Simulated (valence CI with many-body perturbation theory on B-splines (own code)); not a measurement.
**Basis-set convergence for Nd38+**

Computed by valence CI with perturbative core correlation (CI+MBPT): four valence electrons over a frozen Dirac-Fock core [Ar], radial functions for each j: 7 s, 7 p, 8 d, 6 f, 4 g, 1 h, with the one-electron correlation potential Σ1, the two-electron term Σ2, the three-electron term Σ3, Breit, model QED; selected CI, second order for the rest, scaled by the run's own slope (own B-spline code, finite nucleus).

No measured spectrum was set against this ion. As an estimate, large intervals hold to a few tenths of a per cent, small ones and those within an open d or f shell to about a per cent. Only levels of the ground parity were solved; by the run's estimate the other parity begins above the list, which can be wrong where configurations are misplaced.

The reference run has the lowest level (3d3/2^4) J=0 and an ionisation energy of 2758.79 eV. Its largest variational space holds 17890 state functions.

Levels are named by their leading jj configuration (3d3/2^4 stands for four electrons in 3d with j = 3/2), which in mixed levels can hold well under half, so a name can repeat and another be missing. Letters in brackets count levels of one name in rising energy.

Changed runs:
A. basis 6 s, 6 p, 5 d, 5 f, 1 g
B. basis 5 s, 5 p, 4 d, 4 f

Excitation energies of the reference run in cm⁻¹, and shifts in cm⁻¹:

| Level | Reference | A | B |
| --- | --- | --- | --- |
| (3d3/2^3 3d5/2) J=1 | 159229 | -235 | -413 |
| (3d3/2^3 3d5/2) J=2 | 231401 | -181 | -141 |
| (3d3/2^3 3d5/2) J=4 | 235726 | +22 | +279 |
| (3d3/2^3 3d5/2) J=3 | 257876 | -90 | +106 |
| (3d3/2^2 3d5/2^2) J=0 [a] | 375595 | -185 | -333 |
| (3d3/2^2 3d5/2^2) J=4 [a] | 392010 | -191 | -134 |
| (3d3/2^2 3d5/2^2) J=2 [a] | 397439 | -41 | +318 |
| (3d3/2^2 3d5/2^2) J=3 [a] | 407273 | -155 | +61 |
| (3d3/2^2 3d5/2^2) J=5 | 433400 | -44 | +355 |
| (3d3/2^2 3d5/2^2) J=1 | 451089 | -34 | +355 |
| (3d3/2^2 3d5/2^2) J=6 | 451896 | +37 | +583 |
| (3d3/2^2 3d5/2^2) J=4 [b] | 480426 | +77 | +593 |
| Ionisation energy (eV) | 2758.79 | -0.09 | -0.14 |
